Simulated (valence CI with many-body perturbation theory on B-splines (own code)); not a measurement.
# Yb XXX: key properties

Method: relativistic CI+MBPT: five valence electrons over a frozen Dirac-Fock core [Kr], a basis of 7 s, 7 p, 8 d, 6 f, 4 g, 1 h functions for each j, with the one-electron correlation potential Σ1, the two-electron term Σ2, the three-electron term Σ3, Breit, model QED; selected CI, second order for the rest, scaled by the run's own slope (own B-spline code, finite nucleus).

No measured spectrum was set against this ion. As an estimate, large intervals hold to a few tenths of a per cent, small ones and those within an open d or f shell to about a per cent. The list stops below the first excitations out of the core.

Levels are named by their leading jj configuration (3d3/2^4 stands for four electrons in 3d with j = 3/2), which in mixed levels can hold well under half, so a name can repeat and another be missing.

Rates and lifetimes use the calculated energies. Strong lines usually hold to 10 to 20 %, long lifetimes can be off by a factor of two.

**Question.** What is the ground level?

**Answer.** (4d3/2^4 4d5/2) J=5/2, composition 30 % 4d⁵ ⁴P + 23 % 4d⁵ ⁶S + 18 % 4d⁵ ²D, g = 1.453.

**Question.** What is the ionisation energy?

**Answer.** 1114.4 eV; NIST lists 1114 ± 4 eV (theoretical).

**Question.** How well does LS coupling describe the low levels?

**Answer.** Among the lowest 20 levels the leading LS term, summed over configurations, holds 49 % on average. For single configurations the figures are 49 % in LS and 91 % in jj coupling. Terms mix most in the J = 5/2 level at 0 cm⁻¹, where the leading one holds 30 %.
